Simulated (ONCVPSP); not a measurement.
## silver, ONCV: configuration errors across variants

```
Element                 : silver (Ag)
Generator               : ONCVPSP 4.0.1
Type                    : optimised norm-conserving Vanderbilt (ONCV)
Functional              : PBEsol
Relativity              : scalar-relativistic
Frozen core             : [Ar] 3d10
Valence charge          : 19
Reference configuration : 4s2 4p6 4d8 (charge +3)
Partial waves           : 4s: rc 1.30 bohr, ncon 3, nbas 8, qcut 10.2 1/bohr, 2 projectors, debl 1.9 Ha; 4p: rc 1.35 bohr, ncon 4, nbas 8, qcut 12.8 1/bohr, 3 projectors, debl 1.3 Ha; 4d: rc 1.10 bohr, ncon 3, nbas 7, qcut 9.7 1/bohr, 2 projectors, debl 0.6 Ha
Local potential         : polynomial inside 0.90 bohr (lpopt 5, dvloc0 0 Ha)
Core correction         : none
```

In the s channel the program set the typed energies aside and used -4.909, 0.250 Ha. In the p channel the program set the typed energies aside and used -3.556, 0.250, 1.550 Ha. In the d channel the program set the typed energies aside and used -1.607, 0.250 Ha.

All-electron excitation energies from the reference (eV): (1) 4s2 4p6 4d10 5s1 -66.042; (2) 4s2 4p6 4d10 -58.296; (3) 4s2 4p6 4d9 -36.182; (4) 4s1 4p6 4d10 5s1 35.931.

1 further variants failed, have other tests or too few solved ones, and are left out.

Errors AE − PS in meV (a dash: test not solved or not reliable):

| change | (1) | (2) | (3) | (4) | bound ghosts | GHOST(+) flags above zero |
| --- | --- | --- | --- | --- | --- | --- |
| base | +8.8 | +7.5 | +5.2 | -64 | none | s |
| local potential polynomial inside 0.95 bohr (lpopt 3, dvloc0 0 Ha) | +8.6 | +7.4 | +5.1 | -65 | none | s |
| p: rc 1.2 | +8.5 | +7.2 | +5.0 | -64 | none | s |
| local potential polynomial inside 0.90 bohr (lpopt 5, dvloc0 -2 Ha) | +8.8 | +7.5 | +5.2 | -64 | none | s |

(1) Give the same row for: d: rc 1.54.

## Answers

(1) +13, +13, +8.4, -76; bound ghosts: none; GHOST(+) flags above zero: s.
